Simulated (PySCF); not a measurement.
# Radial density of As³⁺ (arsenic, charge +3)

UHF, [Ar] 3d10 4s2, closed-shell 1S. All numbers are calculated (PySCF 2.14, scalar relativity through the core potential, in aug-cc-pVQZ-PP with ECP10MDF). This is the valence pseudo-density: the core potential removes the inner electrons and smooths the orbitals near the nucleus.

| r (bohr) | 4πr²ρ (e/bohr) |
| --- | --- |
| 0.000936 | 3.032e-05 |
| 0.00157 | 8.426e-05 |
| 0.00265 | 0.0002282 |
| 0.00446 | 0.0005930 |
| 0.00749 | 0.001469 |
| 0.0126 | 0.003334 |
| 0.0212 | 0.006768 |
| 0.0357 | 0.01353 |
| 0.0600 | 0.05270 |
| 0.101 | 0.4422 |
| 0.170 | 3.137 |
| 0.285 | 14.32 |
| 0.480 | 30.67 |
| 0.808 | 15.94 |
| 1.36 | 3.167 |
| 2.28 | 0.7855 |
| 3.84 | 0.02694 |
| 6.46 | 1.353e-05 |

Energies and moments cover only the electrons outside the core potential.
